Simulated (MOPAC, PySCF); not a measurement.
C₃H₄O₂, SMILES `O=C[C@@H]1CO1` (O–C–C–O torsion 155°), neutral singlet in the gas phase. 

Cartesian coordinates (Å):
```xyz
9

O      2.1050    -0.1459    -1.1649
C      1.3407     0.0295    -0.2532
C     -0.0505    -0.4988    -0.2278
C     -1.1201     0.3655     0.3033
O     -0.5985    -0.6970     1.0813
H      1.6185     0.6125     0.6495
H     -0.2899    -1.2558    -0.9673
H     -2.1270     0.2259    -0.0763
H     -0.8782     1.3642     0.6553
```
Charge 0, multiplicity 1.

All levels are single points at this geometry (B3LYP-D3(BJ)/def2-TZVP); Pople sets use spherical d functions. Orbital energies aren't observables, and empty levels follow the basis.

```json
[
 {"level": "B3LYP-D3(BJ)/def2-TZVP in PySCF", "HOMO (eV)": "-7.55", "LUMO (eV)": "-1.56", "gap (eV)": "5.99", "dipole (D)": "2.58", "vertical IE, Delta-SCF (eV)": "10.15"},
 {"level": "B3LYP/3-21G in PySCF", "HOMO (eV)": "-6.97", "LUMO (eV)": "-1.02", "gap (eV)": "5.95", "dipole (D)": "2.37", "vertical IE, Delta-SCF (eV)": "–"},
 {"level": "PBE/6-31G* in PySCF", "HOMO (eV)": "-5.74", "LUMO (eV)": "-2.01", "gap (eV)": "3.72", "dipole (D)": "2.35", "vertical IE, Delta-SCF (eV)": "–"},
 {"level": "HF/3-21G in PySCF", "HOMO (eV)": "-11.65", "LUMO (eV)": "3.52", "gap (eV)": "15.17", "dipole (D)": "2.82", "vertical IE, Delta-SCF (eV)": "–"},
 {"level": "HF/STO-3G in PySCF", "HOMO (eV)": "-9.29", "LUMO (eV)": "7.22", "gap (eV)": "16.52", "dipole (D)": "1.59", "vertical IE, Delta-SCF (eV)": "–"},
 {"level": "PM3 in MOPAC", "HOMO (eV)": "-10.90", "LUMO (eV)": "0.34", "gap (eV)": "11.24", "dipole (D)": "2.12", "vertical IE, Delta-SCF (eV)": "–"}
]
```
